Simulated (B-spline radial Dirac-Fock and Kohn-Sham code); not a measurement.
Level of theory: multi-electron Dirac-Fock with separately optimised hole states, Breit and Lamb-shift corrections added in first order; a B-spline atomic structure program. No correlation.

Question: Identify the element and charge state from the binding energies below (tabulated ground configuration; the least bound level is included).

```tsv
level	binding energy (eV)
K	54941.9
L1	12631.4
L2,3	11805.1
```

Answer: Gd⁵⁵⁺: Z = 64 with 9 electrons, [He] 2s2 2p5. The hydrogen-like estimate √(E/Ry) = 63.5 for the K level lies 0.5 below Z (screening lowers it, relativity raises it); the outermost level, at 11805.1 eV, fixes the charge.

Values without a named source are computed, but for edge energies of neutral atoms, which are taken from tables.
